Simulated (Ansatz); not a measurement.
`C[S][Mg][F]` → F• + `C[S][Mg]`•  (homolysis of the F–Mg bond)

Isolated molecules relaxed with PBE0-D4/def2-TZVP in Ansatz; ΔE leaves out vibrations. CCSD(T)/CBS is the MP2 limit (def2-TZVPP, def2-QZVPP) plus CCSD(T) − MP2 in def2-TZVPP, frozen cores. This one scheme is used for every species, atoms too. DFT in def2-TZVPP. B3LYP here is the variant with VWN-RPA as its local correlation; programs differ in this. HSE06 is defined as in plane-wave codes. Open shells (•) are unrestricted, without spin–orbit coupling. Spin–orbit coupling would lower the free atoms: a little for F. For Mg outer-core shells are correlated without core-valence functions, so the limit isn't a true one: a few kJ/mol of doubt a bond, and 10 to 20 or more in all where bonds break to atoms. Each species was taken in one conformer, which may not be the lowest.

```csv
level,ΔE (kJ/mol),difference from CCSD(T)/CBS
PBE0-D4,559.2,-47.9
B3LYP-D4,570.1,-37.0
r2SCAN0-D4,552.6,-54.5
HSE06-D4,559.4,-47.7
B3LYP,573.4,-33.7
CCSD/def2-SVP,557.1,-50.0
HF/def2-TZVPP,410.1,-197.0
MP2/def2-TZVPP,600.8,-6.3
SCS-MP2/def2-TZVPP,586.8,-20.3
HF/def2-QZVPP,416.0,-191.1
CCSD(T)/CBS,607.1,0
```

Largest T1 diagnostic among the species: 0.012.

In def2-TZVPP, CCSD(T) changes the Hartree–Fock value by +159.6 kJ/mol (the triples alone add +8.6 kJ/mol) and MP2 by +190.7 kJ/mol; breaking electron pairs costs correlation energy, which Hartree–Fock lacks. From PBE to PBE0 (25 % exact exchange), in def2-TZVPP and without D4, ΔE moves by −23.1 kJ/mol: exact exchange takes away binding that semilocal exchange gives to molecules. At CCSD(T), def2-SVP lies −46.9 kJ/mol from the extrapolated value and def2-TZVPP −37.3 kJ/mol: correlation converges slowly with the basis, and small sets miss more of it in the bonded molecule than in its fragments.

CCSD(T)/CBS has its own doubt, a few kJ/mol and more with outer-core shells, so smaller differences from it don't rank the levels.
